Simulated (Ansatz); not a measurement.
# Worked example: hopping rate and mobility from the reorganisation energy

C₁₀H₇FSSe, SMILES Fc1csc(/C=C/c2ccc[se]2)c1.

Geometry: PBE0-D3(BJ)/def2-SVP. The structure was generated by enumeration; whether it is a known compound was not checked. The values are those of a single conformer.

Four-point relaxation energies from PBE0-D3(BJ)/def2-SVP (Ansatz, a first-principles code), gas phase: hole: ion 190 meV, neutral 190 meV; electron: ion 165 meV, neutral 165 meV. Assume, for the exercise, a transfer integral of 80 meV, an outer reorganisation energy of 100 meV, equal site energies, a hop of 4.0 Å along one direction and 298.15 K (kT = 25.69 meV).

### Question
Find the Marcus rate and the mobility for each carrier.

### Answer

k = (2π/ħ) t² (4π λ kT)^(−1/2) exp(−λ/4kT), ħ = 6.582×10⁻¹³ meV s; for a chain D = k a² and μ = e D/kT.
Hole: λ = 190 + 190 + 100 = 480 meV, barrier λ/4 = 120 meV, k = 1.5e12 s⁻¹, μ = 0.090 cm²/(V s).
Electron: λ = 165 + 165 + 100 = 430 meV, barrier λ/4 = 108 meV, k = 2.5e12 s⁻¹, μ = 0.16 cm²/(V s).
The rate is non-adiabatic hopping, which holds while t is well under λ. Disorder and quantum modes are left out.
